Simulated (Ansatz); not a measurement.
One change: `[F][AlH][Br]` becomes `[F][AlH][SeH]`.

Ansatz, PBE0-D4/def2-TZVP geometries, multiplicity 1. Each molecule was computed in one conformer, which needn't be the lowest.

Scalar relativity is left out up to krypton. Spin–orbit coupling is left out; it splits and shifts lone-pair levels of the heavy atoms by tenths of an eV.

```
                                      property  `[F][AlH][Br]`
         HOMO energy (ωB97M-V/def2-TZVPP) / eV          -11.10
         LUMO energy (ωB97M-V/def2-TZVPP) / eV            0.35
           HOMO–LUMO gap (PBE/def2-TZVPP) / eV            5.54
           LUMO energy (B3LYP/def2-TZVPP) / eV           -1.51
             HOMO energy (PBE/def2-TZVPP) / eV           -7.59
zero-point energy (PBE0-D4/def2-TZVP) / kJ/mol            27.4
```

Problem. What does the change do to each property? (Estimate.)

Solution. Computed: 
```json
{"property": "HOMO energy (ωB97M-V/def2-TZVPP) / eV", "`[F][AlH][SeH]`": "-9.77", "shift": "1.33"}
{"property": "LUMO energy (ωB97M-V/def2-TZVPP) / eV", "`[F][AlH][SeH]`": "0.56", "shift": "0.21"}
{"property": "HOMO–LUMO gap (PBE/def2-TZVPP) / eV", "`[F][AlH][SeH]`": "4.72", "shift": "-0.82"}
{"property": "LUMO energy (B3LYP/def2-TZVPP) / eV", "`[F][AlH][SeH]`": "-1.27", "shift": "0.24"}
{"property": "HOMO energy (PBE/def2-TZVPP) / eV", "`[F][AlH][SeH]`": "-6.52", "shift": "1.07"}
{"property": "zero-point energy (PBE0-D4/def2-TZVP) / kJ/mol", "`[F][AlH][SeH]`": "46.4", "shift": "19.0"}
```

With PBE0 the HOMO rises by 1.23 eV and the LUMO rises by 0.23 eV, so the gap narrows by about 1.00 eV. PBE moves the HOMO by 1.07 eV and ωB97M-V by 1.33 eV. The zero-point energy changes by 19.0 kJ/mol with +3 modes.

B3LYP here is the variant with VWN-RPA as its local correlation; programs differ in this.
